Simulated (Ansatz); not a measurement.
## Worked example: BH2I + NH3 → BH2(NH2) + HI

Species: BH2I `BI`, singlet; NH3 (ammonia) `N`, singlet; BH2(NH2), singlet; HI (hydrogen iodide), singlet. The partners trade I for NH2: B–I and H–NH2 bonds give way to B–NH2 and H–I.

Shapes, held fixed at every level: PBE0-D4/def2-TZVP. Programs: Ansatz 0.2.0. The zero-point and thermal change to 298 K, harmonic and unscaled (PBE0-D4/def2-TZVP), is -4.2 kJ/mol.

At CCSD(T)/def2-TZVPP; 1 Eh = 2625.50 kJ/mol:

```
 species  energy (Eh)
    BH2I  -323.125743
     NH3   -56.475945
BH2(NH2)   -81.891559
      HI  -297.737430
```

Q: Work out ΔH(298 K) of the reaction at this level.

A: 
1. Products less reactants: (-81.891559) + (-297.737430) − [(-323.125743) + (-56.475945)] = -0.027301 Eh = -71.7 kJ/mol.
2. With the thermal change: -71.7 + (-4.2) = -75.9 kJ/mol.

Other levels give -83.8 (B3LYP-D4/def2-TZVPP) to -78.1 kJ/mol (PBE0-D4/def2-TZVPP). No measured value is set beside it here. For atoms past krypton def2 sets carry core potentials with scalar relativity. Correlated rows may include outer-core shells of I, which these sets cover unevenly.
